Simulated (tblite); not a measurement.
Record of a relaxation.

Species: C₂H₆BrF₃Si₂.
SMILES with atom numbers: `[F:1][C:2]([F:3])([F:4])[C@H:5]([Br:6])[SiH2:7][SiH3:8]` (hydrogens: H9 on C5; H10, H11 on Si7; H12, H13, H14 on Si8)

Computed with GFN2-xTB (tblite), gas phase: L-BFGS steps from a force-field or distance-geometry start until the largest atomic force falls under 0.01 eV/Å. 12 of its 89 geometries are shown.

Step 0: E = -790.7107 eV, largest atomic force 1.874 eV/Å
```
atom  x, y, z in Å  |  force x, y, z in eV/Å
F1     -2.432    0.710    0.794   -0.788  -0.664  -1.565
C2     -2.141    0.010   -0.361    1.779  -0.168   0.357
F3     -1.770    0.954   -1.305   -1.367  -0.857   0.486
F4     -3.144   -0.762   -0.841    0.560   1.344   0.659
C5     -0.849   -0.752   -0.051   -0.576   0.015  -1.187
Br6    -1.106   -1.940    1.421   -0.086  -0.448   0.048
Si7     0.362    0.577    0.494    0.155   1.331   0.843
Si8     2.474    0.022    0.057    1.012  -0.326  -0.400
H9     -0.466   -1.277   -0.964   -0.667   0.117   0.781
H10     0.239    0.835    1.937   -0.352  -0.090  -0.118
H11     0.067    1.837   -0.190   -0.134   0.005   0.102
H12     3.162   -0.386    1.278    0.124  -0.019  -0.110
H13     2.504   -1.053   -0.943    0.245  -0.027   0.021
H14     3.099    1.223   -0.510    0.095  -0.212   0.083
```

Step 8: E = -791.2426 eV, largest atomic force 0.330 eV/Å
```
atom  x, y, z in Å  |  force x, y, z in eV/Å
F1     -2.559    0.707    0.711   -0.006   0.043  -0.245
C2     -2.108    0.025   -0.354    0.052  -0.202   0.029
F3     -1.900    0.918   -1.349   -0.196  -0.097   0.153
F4     -3.124   -0.751   -0.771    0.146   0.055   0.073
C5     -0.822   -0.686   -0.050   -0.065  -0.019   0.132
Br6    -1.116   -2.001    1.372   -0.016   0.146  -0.036
Si7     0.437    0.685    0.559   -0.258  -0.190  -0.080
Si8     2.565   -0.011    0.024   -0.020   0.048   0.031
H9     -0.535   -1.296   -0.909    0.028   0.321  -0.042
H10     0.107    0.838    1.983   -0.027   0.032  -0.127
H11     0.008    1.892   -0.162    0.044  -0.037   0.152
H12     3.247   -0.414    1.254    0.096  -0.044  -0.111
H13     2.598   -1.098   -0.967    0.078   0.079   0.090
H14     3.202    1.191   -0.521    0.145  -0.135  -0.018
```

Step 16: E = -791.2967 eV, largest atomic force 0.120 eV/Å
```
atom  x, y, z in Å  |  force x, y, z in eV/Å
F1     -2.613    0.733    0.678    0.018  -0.018  -0.028
C2     -2.134    0.017   -0.348   -0.019  -0.051  -0.010
F3     -1.964    0.887   -1.368   -0.041  -0.039   0.007
F4     -3.116   -0.808   -0.736   -0.029  -0.018   0.018
C5     -0.837   -0.661   -0.035    0.007   0.041   0.005
Br6    -1.127   -1.992    1.363    0.027   0.068  -0.095
Si7     0.432    0.678    0.566   -0.049  -0.002   0.001
Si8     2.577   -0.005    0.032    0.050  -0.011   0.009
H9     -0.528   -1.208   -0.927   -0.009   0.024   0.022
H10     0.053    0.848    1.970    0.051  -0.003   0.055
H11     0.000    1.905   -0.109    0.032   0.022  -0.022
H12     3.312   -0.442    1.216    0.007  -0.016   0.049
H13     2.651   -1.092   -0.950   -0.056  -0.014  -0.009
H14     3.292    1.139   -0.534    0.011   0.015  -0.004
```

Step 24: E = -791.3071 eV, largest atomic force 0.113 eV/Å
```
atom  x, y, z in Å  |  force x, y, z in eV/Å
F1     -2.629    0.733    0.665   -0.008  -0.012  -0.006
C2     -2.155    0.007   -0.356   -0.008   0.002   0.001
F3     -2.031    0.858   -1.397    0.027  -0.017   0.020
F4     -3.128   -0.849   -0.706    0.073   0.012   0.054
C5     -0.834   -0.633   -0.047   -0.052   0.069  -0.073
Br6    -1.104   -1.978    1.330    0.027  -0.042   0.018
Si7     0.442    0.693    0.574   -0.062   0.026  -0.002
Si8     2.585   -0.007    0.052    0.069  -0.030  -0.032
H9     -0.516   -1.165   -0.945    0.013   0.003  -0.007
H10     0.093    0.846    1.990   -0.004   0.010  -0.022
H11     0.029    1.922   -0.109   -0.011   0.005   0.008
H12     3.322   -0.458    1.233   -0.033   0.005  -0.025
H13     2.610   -1.093   -0.938   -0.010   0.004   0.032
H14     3.316    1.123   -0.528   -0.019  -0.036   0.035
```

Step 32: E = -791.3113 eV, largest atomic force 0.067 eV/Å
```
atom  x, y, z in Å  |  force x, y, z in eV/Å
F1     -2.640    0.738    0.662    0.066  -0.003   0.011
C2     -2.158    0.006   -0.351   -0.014  -0.034   0.002
F3     -2.057    0.843   -1.405   -0.030  -0.029   0.023
F4     -3.113   -0.880   -0.666   -0.020   0.027  -0.051
C5     -0.825   -0.613   -0.061   -0.013   0.028  -0.016
Br6    -1.054   -1.983    1.298    0.026  -0.034   0.032
Si7     0.440    0.714    0.565    0.004   0.040   0.017
Si8     2.576   -0.020    0.056    0.043  -0.007  -0.003
H9     -0.509   -1.130   -0.968    0.000   0.028  -0.005
H10     0.104    0.858    1.983   -0.028   0.017  -0.009
H11     0.026    1.949   -0.108   -0.013  -0.005  -0.003
H12     3.303   -0.472    1.241   -0.027  -0.020   0.004
H13     2.581   -1.115   -0.922    0.009   0.021   0.014
H14     3.326    1.105   -0.506   -0.002  -0.029  -0.017
```

Step 40: E = -791.3173 eV, largest atomic force 0.073 eV/Å
```
atom  x, y, z in Å  |  force x, y, z in eV/Å
F1     -2.616    0.728    0.683   -0.009   0.021  -0.015
C2     -2.159   -0.005   -0.341   -0.009  -0.029   0.023
F3     -2.102    0.821   -1.408    0.001   0.020   0.070
F4     -3.112   -0.902   -0.626   -0.022  -0.019   0.008
C5     -0.807   -0.591   -0.082    0.026   0.023  -0.039
Br6    -0.942   -1.999    1.254   -0.014   0.015  -0.028
Si7     0.433    0.755    0.550    0.034   0.040   0.028
Si8     2.562   -0.037    0.070   -0.030   0.014   0.018
H9     -0.488   -1.067   -1.009    0.015  -0.047  -0.023
H10     0.085    0.901    1.967   -0.017   0.006  -0.032
H11     0.004    1.992   -0.116    0.020  -0.054  -0.009
H12     3.247   -0.517    1.270   -0.009   0.010  -0.002
H13     2.547   -1.142   -0.898    0.000   0.028   0.002
H14     3.348    1.061   -0.495    0.014  -0.027  -0.002
```

Step 48: E = -791.3213 eV, largest atomic force 0.080 eV/Å
```
atom  x, y, z in Å  |  force x, y, z in eV/Å
F1     -2.598    0.713    0.711    0.007  -0.034   0.034
C2     -2.158   -0.014   -0.326    0.003   0.014   0.006
F3     -2.148    0.822   -1.385   -0.006   0.010  -0.022
F4     -3.103   -0.927   -0.583   -0.013   0.000  -0.007
C5     -0.787   -0.574   -0.113    0.007   0.023   0.013
Br6    -0.868   -2.004    1.202   -0.009  -0.026   0.004
Si7     0.431    0.783    0.540    0.002   0.048   0.010
Si8     2.553   -0.044    0.089   -0.074   0.018   0.023
H9     -0.472   -1.031   -1.052   -0.023   0.005   0.008
H10     0.050    0.942    1.950    0.005  -0.008  -0.078
H11     0.004    2.007   -0.151    0.033  -0.050   0.003
H12     3.200   -0.541    1.300    0.029  -0.006   0.035
H13     2.513   -1.143   -0.879    0.001  -0.043  -0.028
H14     3.382    1.012   -0.483    0.039   0.050   0.000
```

Step 56: E = -791.3256 eV, largest atomic force 0.083 eV/Å
```
atom  x, y, z in Å  |  force x, y, z in eV/Å
F1     -2.578    0.665    0.771   -0.031   0.031   0.004
C2     -2.159   -0.019   -0.303   -0.002   0.018   0.020
F3     -2.185    0.847   -1.337   -0.028   0.004   0.027
F4     -3.104   -0.934   -0.560    0.022  -0.007  -0.030
C5     -0.778   -0.564   -0.133   -0.030  -0.077  -0.002
Br6    -0.825   -2.023    1.156    0.018   0.015   0.000
Si7     0.434    0.799    0.508   -0.002   0.009   0.007
Si8     2.553   -0.047    0.106   -0.017  -0.006   0.017
H9     -0.476   -1.003   -1.083   -0.015  -0.012  -0.052
H10     0.001    0.982    1.894    0.027   0.020   0.035
H11     0.033    2.003   -0.224    0.002   0.022  -0.032
H12     3.172   -0.549    1.330    0.018  -0.018   0.022
H13     2.491   -1.148   -0.861    0.039  -0.022  -0.012
H14     3.422    0.990   -0.447    0.000   0.024  -0.003
```

Step 64: E = -791.3322 eV, largest atomic force 0.106 eV/Å
```
atom  x, y, z in Å  |  force x, y, z in eV/Å
F1     -2.593    0.593    0.850    0.010  -0.022  -0.005
C2     -2.182   -0.022   -0.268    0.019   0.030  -0.017
F3     -2.229    0.908   -1.245   -0.028  -0.014   0.008
F4     -3.124   -0.925   -0.573    0.036  -0.009  -0.001
C5     -0.792   -0.568   -0.160   -0.059  -0.063   0.032
Br6    -0.787   -2.044    1.121    0.010   0.085  -0.062
Si7     0.431    0.800    0.457    0.096  -0.011   0.002
Si8     2.567   -0.054    0.136   -0.019  -0.015   0.009
H9     -0.528   -0.996   -1.128   -0.022   0.025   0.034
H10    -0.017    1.049    1.829    0.016   0.004  -0.011
H11     0.088    1.980   -0.345   -0.026  -0.018   0.009
H12     3.176   -0.563    1.365   -0.035   0.014   0.004
H13     2.548   -1.157   -0.833    0.028   0.005  -0.007
H14     3.441    0.998   -0.388   -0.026  -0.013   0.007
```

Step 72: E = -791.3379 eV, largest atomic force 0.053 eV/Å
```
atom  x, y, z in Å  |  force x, y, z in eV/Å
F1     -2.587    0.497    0.950    0.012  -0.013  -0.021
C2     -2.201   -0.030   -0.219   -0.003  -0.003  -0.025
F3     -2.327    0.949   -1.137   -0.006   0.052   0.008
F4     -3.118   -0.952   -0.546   -0.015  -0.034   0.023
C5     -0.793   -0.536   -0.206   -0.006  -0.042   0.015
Br6    -0.674   -2.044    1.020   -0.019  -0.005   0.015
Si7     0.445    0.826    0.386    0.021   0.008  -0.006
Si8     2.569   -0.083    0.179    0.000  -0.007  -0.011
H9     -0.580   -0.926   -1.202    0.013   0.016  -0.001
H10    -0.033    1.150    1.731    0.016  -0.005   0.011
H11     0.131    1.966   -0.480   -0.012   0.026  -0.009
H12     3.112   -0.594    1.437   -0.036   0.004   0.015
H13     2.583   -1.183   -0.791    0.019  -0.009  -0.008
H14     3.470    0.962   -0.304    0.017   0.011  -0.007
```

Step 80: E = -791.3404 eV, largest atomic force 0.034 eV/Å
```
atom  x, y, z in Å  |  force x, y, z in eV/Å
F1     -2.575    0.452    0.988    0.000  -0.017  -0.010
C2     -2.205   -0.036   -0.204   -0.012   0.022   0.012
F3     -2.358    0.974   -1.085    0.002  -0.015  -0.006
F4     -3.118   -0.960   -0.539   -0.001   0.012  -0.002
C5     -0.793   -0.531   -0.222    0.012   0.005   0.005
Br6    -0.658   -2.045    0.995    0.004  -0.001   0.000
Si7     0.449    0.839    0.350    0.005  -0.018  -0.003
Si8     2.569   -0.090    0.182    0.009  -0.005  -0.021
H9     -0.589   -0.909   -1.223   -0.015  -0.008   0.001
H10    -0.018    1.177    1.696    0.007   0.003  -0.009
H11     0.136    1.968   -0.532   -0.008   0.005   0.007
H12     3.050   -0.595    1.467   -0.005   0.001  -0.002
H13     2.619   -1.196   -0.782   -0.001   0.028   0.020
H14     3.491    0.951   -0.275    0.003  -0.013   0.007
```

Step 88: E = -791.3408 eV, largest atomic force 0.007 eV/Å
```
atom  x, y, z in Å  |  force x, y, z in eV/Å
F1     -2.575    0.435    1.002    0.000   0.002   0.001
C2     -2.208   -0.036   -0.196    0.000   0.000  -0.001
F3     -2.363    0.984   -1.065   -0.001   0.000  -0.001
F4     -3.122   -0.955   -0.542    0.000   0.001   0.001
C5     -0.796   -0.532   -0.226    0.000   0.001  -0.001
Br6    -0.650   -2.047    0.989    0.001   0.002   0.003
Si7     0.452    0.838    0.334   -0.001   0.001  -0.003
Si8     2.573   -0.088    0.184    0.000   0.000  -0.001
H9     -0.605   -0.912   -1.229    0.002   0.002   0.001
H10    -0.012    1.188    1.679    0.000  -0.004   0.001
H11     0.136    1.966   -0.548   -0.004  -0.001  -0.005
H12     3.033   -0.595    1.476    0.003   0.000   0.001
H13     2.632   -1.194   -0.778    0.001   0.003  -0.004
H14     3.506    0.948   -0.260   -0.001  -0.004   0.006
```

Task: Summarise the path.

Result: The energy falls by 14.53 kcal/mol from step 0 to step 88; nine tenths of that is first reached at step 11. It falls at every step. The largest force goes from 1.874 to 0.007 eV/Å. Among the bonds Si7–Si8 changes most, from 2.227 to 2.319 Å; the atoms move by 0.416 Å rms after alignment.

Task: Follow the three bonds and two angles with the largest change from start to end.

Result: 
```csv
step,E above end (kcal/mol),largest force (eV/Å),Si7–Si8 (Å),C5–Si7 (Å),F1–C2 (Å),Si8–Si7–H11 (°),F1–C2–F4 (°)
0,14.53,1.874,2.227,1.879,1.381,108.3,115.4
4,4.22,0.555,2.274,1.928,1.337,111.0,105.5
8,2.27,0.330,2.302,1.959,1.343,113.9,106.6
11,1.39,0.278,2.327,1.940,1.338,114.1,107.7
15,1.05,0.116,2.312,1.937,1.339,114.5,106.8
19,0.91,0.130,2.326,1.943,1.339,114.3,106.4
23,0.81,0.139,2.317,1.942,1.339,114.1,106.5
27,0.75,0.046,2.320,1.941,1.339,114.2,106.8
31,0.69,0.073,2.318,1.936,1.339,114.9,106.4
34,0.65,0.078,2.312,1.940,1.339,116.0,106.7
38,0.58,0.098,2.323,1.938,1.339,117.1,106.9
42,0.51,0.066,2.318,1.937,1.340,117.7,106.5
46,0.48,0.050,2.320,1.937,1.340,118.0,106.6
50,0.42,0.064,2.320,1.937,1.341,117.9,106.7
54,0.38,0.088,2.318,1.934,1.340,117.6,106.6
57,0.34,0.063,2.317,1.935,1.340,117.7,106.4
61,0.27,0.092,2.320,1.941,1.341,116.9,106.7
65,0.17,0.106,2.322,1.935,1.340,115.8,106.4
69,0.10,0.080,2.318,1.939,1.339,116.7,106.5
73,0.05,0.069,2.319,1.932,1.339,116.7,106.6
77,0.03,0.032,2.319,1.935,1.339,117.2,106.5
80,0.01,0.034,2.320,1.935,1.340,117.4,106.6
84,0.00,0.014,2.319,1.935,1.339,117.5,106.5
88,0.00,0.007,2.319,1.936,1.339,117.7,106.5
```

What follows is the cost of the whole relaxation. Hardware: one thread of an Arm Neoverse N1, no GPU, shared host. Cost: 1.3 s wall.
